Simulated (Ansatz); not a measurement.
Relaxation of AlH₅N₂O (9 atoms, charge 0, multiplicity 1), to a largest force component of 0.015 eV/Å in at most 40 steps.

Theory: Ansatz, RKS r2SCAN-D4/def2-SVP.

```xyz
9
Properties=species:S:1:pos:R:3:forces:R:3
N -0.214 1.390 -1.178 -3.01 -0.29 0.26
Al -0.105 0.000 0.064 0.41 -0.31 -0.19
N 1.345 -1.200 -0.059 0.24 1.94 1.95
O -1.291 -0.204 1.372 1.40 1.54 0.69
H -0.371 0.993 -2.150 0.46 0.71 1.21
H -1.158 1.943 -0.975 2.42 -1.31 -0.63
H 1.891 -1.164 0.882 -1.09 -0.26 -2.02
H 1.017 -2.144 -0.151 -0.12 -0.91 0.08
H -1.025 0.341 2.177 -0.72 -1.11 -1.34
```

Problem. Where does it end, and by what steps?

Solution. It converged. After 15 steps the energy has fallen by 1.143 eV; H7 moved furthest, 1.46 Å.

| step | energy less start (eV) | largest force component (eV/Å) | accepted |
| --- | --- | --- | --- |
| 0 | 0.0000 | 3.011 | yes |
| 1 | -0.4481 | 1.615 | yes |
| 2 | -0.7975 | 0.740 | yes |
| 3 | -0.8861 | 0.246 | yes |
| 4 | -0.9590 | 0.516 | yes |
| 5 | -1.0320 | 0.412 | yes |
| 6 | -1.0892 | 0.325 | yes |
| 7 | -1.1233 | 0.112 | yes |
| 8 | -1.1385 | 0.191 | yes |
| 9 | -1.1417 | 0.025 | yes |
| 10 | -1.1426 | 0.017 | yes |
| 11 | -1.1422 | 0.151 | no |
| 12 | -1.1428 | 0.025 | yes |
| 13 | -1.1430 | 0.039 | yes |
| 14 | -1.1428 | 0.035 | no |
| 15 | -1.1431 | 0.003 | yes |

```xyz
9
Properties=species:S:1:pos:R:3
N -0.363 1.206 -1.155
Al -0.186 0.048 0.171
N 1.109 -1.167 0.160
O -1.320 0.172 1.440
H 0.209 1.264 -1.989
H -1.082 1.922 -1.183
H 1.809 -1.264 -0.569
H 1.269 -1.873 0.870
H -1.357 -0.355 2.239
```

The run took 42 s on 2 threads of Arm Neoverse V1, on a shared host, peak memory 0.14 GiB.
